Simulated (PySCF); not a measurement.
A structure optimised at B3LYP-D3(BJ)/def2-TZVPD, used in a PySCF frequency run:

```xyz
2

Zn     0.0000     0.0000    -0.3978
F      0.0000     0.0000     1.3259
```
Charge +1, spin multiplicity 1.

**Question.** Write its SMILES, formula and point group.

**Answer.** [F][Zn+], FZn, C∞v

**Question.** What are its rotational constants (standard atomic weights)?

**Answer.** 11.555 GHz (linear rotor, B only)
